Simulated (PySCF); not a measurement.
F₄Hf, charge +1, multiplicity 2. Atoms are numbered in the order given.

```xyz
5

Hf     0.0000     0.0000    -0.1226
F      1.0309     0.0000     1.6226
F      0.0000    -1.5695    -1.1323
F     -1.0309     0.0000     1.6226
F      0.0000     1.5695    -1.1323
```
Charge +1, spin multiplicity 2.

Geometry optimised at B3LYP-D3(BJ)/def2-SVP. The spin state was assumed, not searched. The def2 effective core potentials stand for the cores of Hf; spin–orbit coupling is left out.

These are PySCF with PBE/def2-TZVP values and carry that method's errors.

ESP charges are fitted to the potential on shells at 1.4 to 2.0 van der Waals radii. Atomic charges (e):

| atom | Mulliken | Löwdin | ESP fit | Mulliken spin |
|---|---|---|---|---|
| Hf1 | … | 1.09 | 1.87 | -0.04 |
| F2 | … | 0.04 | -0.12 | 0.52 |
| F3 | … | -0.09 | -0.31 | 0.00 |
| F4 | … | 0.04 | -0.12 | 0.52 |
| F5 | … | -0.09 | -0.31 | 0.00 |

### Question
Complete the blanks. (Estimate from the structure and the level; the computed values follow.)

### Answer

- Hf1, Mulliken: 1.70
- F2, Mulliken: -0.10
- F3, Mulliken: -0.26
- F4, Mulliken: -0.10
- F5, Mulliken: -0.26
